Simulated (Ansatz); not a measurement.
Basis-set extrapolation for BH₅OS₂Si, SMILES `[SiH3]OB(S)S` (PBE0-D4/def2-TZVP geometry, frozen core, Ansatz 0.2.0). Multiplicity 1, RHF reference.

```tsv
	def2-TZVPP	def2-QZVPP
HF	-1186.687892	-1186.724405
MP2 correlation	-0.808962	-0.875206
CCSD(T) correlation	-0.903588	not run
```

Energies in hartree. Use E(X) = E(∞) + A·exp(−7.88·√X) for Hartree–Fock and E(X) = E(∞) + B·X^(−2.97) for correlation, with X = 3 and 4, and add CCSD(T) minus MP2 of the smaller set to the MP2 limit.

Task: What is the CCSD(T) energy at the basis-set limit?

Result: HF limit: -1186.724405 + (-0.036513) × 0.13774 = -1186.72943. MP2 limit: -0.875206 + (-0.066244) × 0.74074 = -0.92428. Higher-order term: -0.903588 − (-0.808962) = -0.09463. Total: -1187.74834 hartree, 411.8 kJ/mol below CCSD(T)/def2-TZVPP.
